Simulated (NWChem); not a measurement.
System meant: C$_{2}$H$_{6}$Sb, doublet; SMILES [CH3][Sb][CH3]

Here is an NWChem input.

```
start job
memory heap 200 mb stack 900 mb global 1100 mb
geometry units angstroms noautoz
  Sb     0.236463     0.102558     0.298496
  C      0.534271    -0.071869    -1.851891
  H      0.292493    -1.093289    -2.182279
  H      1.580404     0.149866    -2.105348
  H     -0.121504     0.636510    -2.380023
  C     -1.867529    -0.447659     0.182336
  H     -1.968339    -1.451053    -0.258084
  H     -2.409770     0.272884    -0.448159
  H     -2.311236    -0.450107     1.187767
end
basis spherical
  * library def2-svp
end
ecp
  Sb library def2-ecp
end
dft
  odft
  mult 2
  xc xpbe96 cpbe96
  iterations 4
  mulliken
end
task dft energy
```

End of the output:

```
     --------------------------
     Expectation value of S2:
     --------------------------
      <S2> =      0.7526 (Exact =     0.7500)

 center of mass
 --------------
 x =   0.19741668 y =  -0.00002087 z =   0.00000254

 moments of inertia (a.u.)
 ------------------
         306.700952859904           0.000000000000           0.000000000000
           0.000000000000         224.143981804325          -0.000000000000
           0.000000000000          -0.000000000000         507.791058510226

     Multipole analysis of the density
     ---------------------------------

     L   x y z        total         alpha         beta         nuclear
     -   - - -        -----         -----         ----         -------
     0   0 0 0      0.000000    -21.000000    -20.000000     41.000000

     1   1 0 0     -0.297349     10.379265     11.131424    -21.808038
     1   0 1 0     -0.000037     -0.001099     -0.001176      0.002239
     1   0 0 1      0.000688      0.000283      0.000530     -0.000124

     2   2 0 0    -30.365798    -70.955336    -68.044143    108.633681
     2   1 1 0      0.000117     -0.001241     -0.001312      0.002670
     2   1 0 1     -0.001699      0.000758     -0.002349     -0.000108
     2   0 2 0    -29.032292   -108.951706   -106.988840    186.908255
     2   0 1 1      0.000303     -0.001517      0.000931      0.000890
     2   0 0 2    -29.944277    -23.573334    -17.808384     11.437440

 ------------------------------------------------------------------------
 dft energy failed                                                                                  0
 ------------------------------------------------------------------------
 ------------------------------------------------------------------------
  current input line :
    27: task dft energy
 ------------------------------------------------------------------------
 ------------------------------------------------------------------------
 This type of error is most commonly associated with calculations not reaching convergence criteria
 ------------------------------------------------------------------------
 For more information see the NWChem manual at https://nwchemgit.github.io

0:dft energy failed:Received an Error in Communication
```

What is wrong, and how is it mended?

Convergence was not reached. Cause: the SCF was allowed too few iterations. This input runs:
```
start job
memory heap 200 mb stack 900 mb global 1100 mb
geometry units angstroms noautoz
  Sb     0.236463     0.102558     0.298496
  C      0.534271    -0.071869    -1.851891
  H      0.292493    -1.093289    -2.182279
  H      1.580404     0.149866    -2.105348
  H     -0.121504     0.636510    -2.380023
  C     -1.867529    -0.447659     0.182336
  H     -1.968339    -1.451053    -0.258084
  H     -2.409770     0.272884    -0.448159
  H     -2.311236    -0.450107     1.187767
end
basis spherical
  * library def2-svp
end
ecp
  Sb library def2-ecp
end
dft
  odft
  mult 2
  xc xpbe96 cpbe96
  iterations 150
  mulliken
end
task dft energy
```
It converges to -319.85981 Ha (PBE/def2-SVP with def2 effective core potentials on Sb, spin-unrestricted).
